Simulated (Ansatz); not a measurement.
Computed with Ansatz.

A structure relaxed at PBE0-D4/def2-TZVP, charge 0, multiplicity 1:

```xyz
12

O    -0.0672    0.3902    1.7110
C    -0.1711   -0.3119    0.4745
Si   -1.6272    0.4244   -0.4820
Si    1.4331   -0.2310   -0.4988
Cl    2.9317   -0.7563    0.8277
H     0.7347    0.1010    2.1611
H    -0.4082   -1.3772    0.6348
H    -2.8803    0.2739    0.2988
H    -1.3803    1.8603   -0.7666
H    -1.7485   -0.3175   -1.7669
H     1.4473   -1.1960   -1.6240
H     1.7362    1.1400   -0.9697
```

Problem. Give its formula and SMILES.

Solution. CH7ClOSi2, `OC([SiH3])[SiH2]Cl`.

Problem. Summarise the bond lengths by kind.

Solution. 1 × C–O 1.426 Å; 1 × H–O 0.964 Å; 2 × C–Si 1.878 to 1.891 Å; 1 × C–H 1.103 Å; 5 × H–Si 1.481 to 1.489 Å; 1 × Cl–Si 2.069 Å.
